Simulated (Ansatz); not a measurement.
CH7ClGeSi (`C[SiH2][GeH2][Cl]`). Charge 0, multiplicity 1.

Z-matrix (Å, degrees):
```
C
Si 1 1.870
H 1 1.092 2 110.9
H 1 1.092 2 110.6 3 -120.2
H 1 1.092 2 110.1 3 119.8
Ge 2 2.382 1 109.5 3 -63.2
H 2 1.487 1 111.5 3 178.1
H 2 1.490 1 111.7 3 56.7
Cl 6 2.177 2 105.4 1 -50.9
H 6 1.539 2 114.6 1 64.4
H 6 1.538 2 115.7 1 -167.3
```

Question: What are the harmonic wavenumbers in cm⁻¹ at PBE0-D4/def2-TZVP (Ansatz, finite differences of forces, unscaled)? (An estimate is asked.)

Answer: The calculation gave: 44, 85, 149, 168, 346, 374, 410, 463, 601, 636, 685, 727, 734, 852, 887, 891, 935, 1278, 1449, 1451, 2139, 2150, 2208, 2223, 3056, 3143, 3146.

Question: Is this a minimum?

Answer: Yes, all 27 modes are real.

Question: Give the ideal-gas thermochemistry at 298.15 K and 1 bar (rigid rotor, harmonic oscillator; point group C1, symmetry number 1).

Answer: Zero-point energy 186.8 kJ/mol; H(298) − E = 209.8 kJ/mol; entropy 374.6 J/(mol·K), of which translation 171.8, rotation 117.9, vibration 84.9; G(298) − E = 98.2 kJ/mol. Modes under 100 cm⁻¹ are hindered rotations or soft bends, so the harmonic entropy is rough.

Question: Rotational constants (cm⁻¹)?

Answer: 0.1204, 0.05434, 0.04103.
